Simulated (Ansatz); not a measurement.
Ansatz (a program for electronic structure) job for Zn(k2OAc)2 (C4H6O4Zn), SMILES CC1[O][Zn]2([O]C(C)=[O]->2)<-[O]=1, PBE/def2-SVPD. Geometry optimised at PBE-D3(BJ)/def2-SVP. The isomer is the one that the SMILES or the coordinates give; other isomers of the formula were not compared. Other conformers were not sampled.

Ansatz 0.2 input:
```yaml
crystal:
  periodic: [false, false, false]
  atoms:
    - {symbol: Zn, position_ang: [0.00688738, 0.00137360, 0.00132667]}
    - {symbol: C, position_ang: [0.09788644, 2.36912936, -3.06302610]}
    - {symbol: C, position_ang: [0.08053539, 1.44104506, -1.87873762]}
    - {symbol: O, position_ang: [-0.42890779, 0.26980320, -1.98330976]}
    - {symbol: O, position_ang: [0.55101427, 1.82721199, -0.75077696]}
    - {symbol: H, position_ang: [0.96876425, 3.04700442, -3.00999019]}
    - {symbol: H, position_ang: [0.09473865, 1.79602249, -4.00714532]}
    - {symbol: H, position_ang: [-0.81917724, 2.99309580, -3.03513959]}
    - {symbol: C, position_ang: [-0.13386544, -2.37679829, 3.05572993]}
    - {symbol: C, position_ang: [-0.07071180, -1.43860031, 1.88099863]}
    - {symbol: O, position_ang: [-1.04196113, -0.63737380, 1.64195624]}
    - {symbol: O, position_ang: [0.94297966, -1.45458135, 1.09691184]}
    - {symbol: H, position_ang: [0.88232533, -2.60633834, 3.42329324]}
    - {symbol: H, position_ang: [-0.76277495, -1.95242339, 3.85854018]}
    - {symbol: H, position_ang: [-0.59856517, -3.32770424, 2.72260192]}
basis:
  gaussian:
    orbitals: def2-SVPD
hamiltonian:
  xc: {name: PBE}
```

It prints:

```
WARN ansatz: RAYON_NUM_THREADS=2 ignored (pool sized by the plan → 2); use --threads N
Functional definition: PBE
integrals: 0.29 GiB planned
2179 factors; their error is unknown
mean field: 1.67 GiB planned
mean field evaluation 1: about -60797.4675 eV, gradient 1.1e2 eV
mean field evaluation 2: about -60724.9381 eV, gradient 2.2e2 eV
mean field evaluation 4: about -60820.6073 eV, gradient 1.7e1 eV
mean field evaluation 8: about -60821.1911 eV, gradient 3.2e-1 eV
mean field evaluation 16: about -60821.0622 eV, gradient 4.3e-4 eV
mean field -60821.06215626 eV, -2235.1328082460 hartree, gradient 2.8e-5 eV, S^2 0.000000; 0 other end points of the search recorded, 0 dependent functions left out
reference -60821.06221782 eV, -2235.1328105081 hartree; 46, 46 occupied and 208, 208 virtual orbitals, 2179 factors
Total energy: -60821.06221782 eV, -2235.1328105081 hartree
```

The run converged.

Cost: around 8 core-seconds (rough).
